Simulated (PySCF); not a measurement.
# Si3H6F2

The system: Si3H6F2, a small molecule; neutral, singlet. The structure, one conformer, was relaxed in the gas phase by PBE0-D3(BJ)/def2-SVP. No frequency run checks that it is a minimum.

SMILES: F[Si](F)([SiH3])[SiH3]

```csv
atom,x (Å),y (Å),z (Å)
Si1,0.460,0.310,0.676
Si2,0.473,1.360,-1.421
Si3,-0.856,-1.624,0.862
F4,-0.031,1.381,1.797
F5,1.996,-0.069,1.057
H6,1.017,0.400,-2.428
H7,-0.928,1.718,-1.797
H8,1.318,2.591,-1.388
H9,-2.294,-1.243,0.729
H10,-0.628,-2.298,2.175
H11,-0.495,-2.554,-0.251
```

Shieldings: GIAO PBE0/pcSseg-2. Shifts are against computed references at the same level: H TMS (σ 31.24 ppm), Si TMS (σ 341.3 ppm). Core levels by delta-SCF with SCAN, pcX-2 on the ionised atom and pcseg-1 elsewhere, spin-free X2C (2p3/2 is the spin-free 2p value less a third of a first-order spin-orbit splitting); from the vacuum level, for chosen atoms.

(1) Give the shieldings and core levels atom by atom.

(2) Which of Si1, Si2, Si3 holds its core electrons tightest, and by how much against the loosest?

(3) By CAM-B3LYP/def2-SVPD (TDDFT singlets, Tamm-Dancoff triplets, ionisation by delta-SCF), where does absorption start, and what does vertical ionisation take?

Answers

(1) 
```tsv
atoms	bonded to	σ (ppm)	δ (ppm)	core level (eV)
Si1	2 F + 2 Si	300.3	41.0	2p3/2 108.35
Si2	1 Si + 3 H	456.1	-114.8	2p3/2 106.95
Si3	1 Si + 3 H	456.0	-114.7	2p3/2 106.96
F4	1 Si	311.6	-	1s 692.35
F5	1 Si	311.6	-	1s 692.35
H6 H7 H8	1 Si	27.71	3.53	-
H9 H10 H11	1 Si	27.71	3.54	-
```

Values are those of this one static structure, with the three H of a rotating XH3 group averaged; atoms that internal rotation interchanges would show their mean in an NMR spectrum.

(2) Si1 (bonded to 2 F + 2 Si), by 1.40 eV over Si2 (bonded to 1 Si + 3 H).

(3) The lowest singlet lies at 6.01 eV (f 0.040), the strongest of the first 6 at 7.56 eV (f 0.600), the lowest triplet at 5.21 eV; vertical ionisation takes 10.00 eV.
